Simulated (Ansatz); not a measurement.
`[OH][In]([SH])[SH]` + `N[SiH](F)[Si](N)(O)O` → `[F][In]([SH])[SH]` + `N[SiH](O)[Si](N)(O)O`  (redistribution)

Gas-phase electronic energies from Ansatz, PBE0-D4/def2-TZVP geometries. CCSD(T)/CBS adds triple-zeta CCSD(T) − MP2 to the extrapolated MP2 energy (def2 sets, frozen cores). DFT in def2-TZVPP. B3LYP here is the variant with VWN-RPA as its local correlation; programs differ in this. def2 core potentials past Kr. For In outer-core shells are correlated without core-valence functions, which leaves a few kJ/mol of doubt a bond. Each species was taken in one conformer, which may not be the lowest.

`[OH][In]([SH])[SH]`:

```xyz
7

O     0.595   -1.131   -1.513
In    0.033    0.055   -0.034
S    -1.206   -1.012    1.676
S     0.613    2.357   -0.075
H     1.096   -0.678   -2.197
H    -1.132   -2.198    1.048
H     0.002    2.608    1.095
```

`N[SiH](F)[Si](N)(O)O`:

Cartesian coordinates in Å:
```
N 1.324 0.489 1.973
Si -0.212 -0.047 1.465
F -1.430 0.929 1.882
Si -0.139 -0.175 -0.874
N -1.602 -0.218 -1.750
O 0.608 -1.555 -1.372
O 0.692 1.204 -1.228
H 1.621 0.456 2.935
H 1.792 1.218 1.458
H -0.489 -1.317 2.186
H -2.312 0.480 -1.605
H -1.996 -1.106 -2.013
H 1.406 -1.803 -0.902
H 0.737 1.446 -2.156
```

`[F][In]([SH])[SH]`:

Cartesian coordinates in Å:
```
F -2.220 -0.499 0.122
In -0.299 -0.223 -0.027
S 0.386 1.970 0.512
S 0.921 -2.118 -0.713
H -0.883 2.335 0.769
H 2.095 -1.466 -0.662
```

`N[SiH](O)[Si](N)(O)O`:

```xyz
15

N    -2.243   -0.330   -0.610
Si   -0.652   -0.947   -0.583
O     0.146   -1.085   -2.044
Si    0.771    0.572    0.491
N     1.250    0.373    2.117
O    -0.078    1.981    0.380
O     2.192    0.544   -0.338
H    -3.063   -0.887   -0.779
H    -2.414    0.658   -0.695
H    -0.779   -2.321   -0.014
H    -0.182   -1.719   -2.683
H     2.030   -0.222    2.343
H     0.586    0.431    2.871
H     0.334    2.754    0.774
H     2.102    0.198   -1.231
```

```json
{"level": "B3LYP", "ΔE (kJ/mol)": "11.4"}
{"level": "CCSD/def2-TZVPP", "ΔE (kJ/mol)": "15.1"}
{"level": "HF/def2-QZVPP", "ΔE (kJ/mol)": "11.3"}
{"level": "SCS-MP2/def2-QZVPP", "ΔE (kJ/mol)": "16.3"}
```

(1) What does CCSD(T)/CBS give? (Best estimate.)

Largest T1 diagnostic among the species: 0.015.

## Answers

(1) Computed: +14.7 kJ/mol. The listed levels differ from it by -3.3, 0.4, -3.4, 1.6 kJ/mol.

In def2-TZVPP, CCSD(T) changes the Hartree–Fock value by +3.8 kJ/mol (the triples alone add +0.2 kJ/mol) and MP2 by +5.7 kJ/mol.
